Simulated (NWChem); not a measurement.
System: CH7FN2Si; SMILES [Si@@H](N)(F)NC

Here is an NWChem input.

```
start job
memory heap 200 mb stack 900 mb global 1100 mb
geometry units angstroms noautoz
  C      0.232899    -2.414864     0.146604
  N     -0.171945    -1.140557    -0.434274
  Si    -0.194258     0.368448     0.366095
  N     -1.283402     1.378530    -0.497244
  F      1.190940     1.213130     0.364535
  H      0.186911    -2.343129     1.238079
  H     -0.441831    -3.225204    -0.158899
  H      1.258397    -2.703990    -0.125230
  H     -0.182165    -1.131477    -1.448075
  H     -0.448992     0.059754     1.795870
  H     -1.211992     2.385658    -0.429008
  H     -2.233400     1.079248    -0.673578
end
basis spherical
  * library 6-31g*
end
dft
  xc bhlyp
  iterations 150
  vectors input atomic output neutral.movecs
end
task dft energy
charge 1
dft
  odft
  mult 2
  vectors input atomic output cation.movecs
end
task dft energy
```

The geometry was optimised at B3LYP/6-31G* (spherical d).

Ions are spin-unrestricted doublets at the neutral geometry; other ion states weren't tried.

Question: Predict the main results of this run. (BHandHLYP/6-31G* (spherical d), vertical spin-unrestricted ions.) Quantities: vertical ionisation energy, ΔSCF (eV); −ε(HOMO) (eV).

Answer: 
```json
{
  "vertical ionisation energy, ΔSCF (eV)": "9.12",
  "−ε(HOMO) (eV)": "8.20"
}
```
